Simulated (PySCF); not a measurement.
A PySCF script (with the pyscf-properties extension) for the NMR shieldings of SMILES C=C[SiH2]S[C@@](C)([SiH3])C=O, C₅H₁₂OSSi₂, on a GFN2-xTB geometry:

```python
import basis_set_exchange as bse
import numpy as np
from pyscf import gto, dft
from pyscf.prop import nmr

atoms = """
C     2.760948    1.585289    0.128178
C     2.048787    0.827118   -0.692210
Si    1.923302   -1.041711   -0.556276
S     0.288101   -1.580423    0.756880
C    -1.010928   -0.347168    0.352183
C    -1.482853   -0.450014   -1.085248
Si   -2.437989   -0.788205    1.590429
C    -0.566552    1.004284    0.731616
O    -0.876696    2.023293    0.167866
H     3.332953    1.162245    0.938799
H     2.800070    2.659289    0.032613
H     1.494339    1.313538   -1.486203
H     1.665472   -1.635123   -1.867600
H     3.057705   -1.648684    0.122652
H    -0.673406   -0.208256   -1.774756
H    -2.291353    0.259576   -1.252360
H    -1.836992   -1.454988   -1.303582
H    -1.937096   -0.613400    2.948697
H    -3.552778    0.110912    1.298901
H    -2.771280   -2.180597    1.312007
H     0.057326    1.019967    1.647309
"""
names = dict.fromkeys(["C", "Si", "S", "O", "H"], "pcSseg-1")
basis = {el: gto.basis.parse(bse.get_basis(n, elements=[el], fmt="nwchem")) for el, n in names.items()}
mol = gto.M(atom=atoms, basis=basis, charge=0, verbose=0)
mf = dft.RKS(mol, xc="PBE0")
mf.grids.level = 2
mf.grids.alignment = dft.numint.BLKSIZE   # the property module wants whole blocks of grid points
mf.conv_tol = 1e-9
mf.kernel()

calc = nmr.RKS(mf)   # GIAO
C = mf.mo_coeff
Co = C[:, mf.mo_occ > 0]
resp = mf.gen_response(singlet=True, hermi=2)
def vind(x):   # induced exchange potential for any number of trial vectors
    d = np.einsum("pi,xij,qj->xpq", C, 2 * x.reshape(-1, C.shape[1], Co.shape[1]), Co, optimize=True)
    return np.einsum("xpq,pi,qj->xij", resp(d - d.transpose(0, 2, 1)), C, Co, optimize=True).ravel()
mo1, _ = nmr.rhf.solve_mo1(calc, with_cphf=vind)
sigma = calc.kernel(mo1)
for i, s in enumerate(sigma):   # ppm
    print("%2d %-2s %9.2f" % (i, mol.atom_pure_symbol(i), np.trace(s) / 3))
```

Q: What are the results?

A: 
```
 0 C      36.55
 1 C      46.02
 2 Si    383.98
 3 S     582.62
 4 C     137.37
 5 C     163.95
 6 Si    401.94
 7 C     -21.50
 8 O    -313.59
 9 H      25.23
10 H      25.01
11 H      25.39
12 H      26.42
13 H      26.89
14 H      30.21
15 H      29.46
16 H      30.13
17 H      27.69
18 H      27.93
19 H      27.80
20 H      22.00
```

These numbers come from an equivalent density-fitted implementation of the same equations, which agrees with the script to about 0.01 ppm for H and up to a few tenths of a ppm for heavy atoms, so last digits may differ.

Q: Turn these shieldings into chemical shifts. δ = σ(ref) − σ, references computed at the same level: ¹³C (186.93 ppm), ²⁹Si (349.16 ppm), ¹H (31.72 ppm) against TMS; ³³S (503.73 ppm) against CS2; ¹⁷O (336.08 ppm) against H2O.

A: Averaging equivalent atoms: C 7: 208.4; C 0: 150.4; C 1: 140.9; C 4: 49.6; C 5: 23.0; Si 2: -34.8; Si 6: -52.8; S 3: -79; O 8: 649.7; H 20: 9.72; H 10: 6.71; H 9: 6.49; H 11: 6.33; H 12: 5.29; H 13: 4.83; H 17/18/19: 3.91; H 14/15/16: 1.78 ppm. Unscaled 17O shifts of doubly bonded oxygen tend to come out too high, by tens of ppm or more. Experimental scales use liquid or dissolved standards, which lie at an offset from isolated H2O (liquid H2O: subtract about 36 ppm).

Size and cost of the density-fitted run: 234 basis functions, 97 s wall time on 1 thread of an Arm Neoverse N1, shared host; peak memory 1.1 GiB.
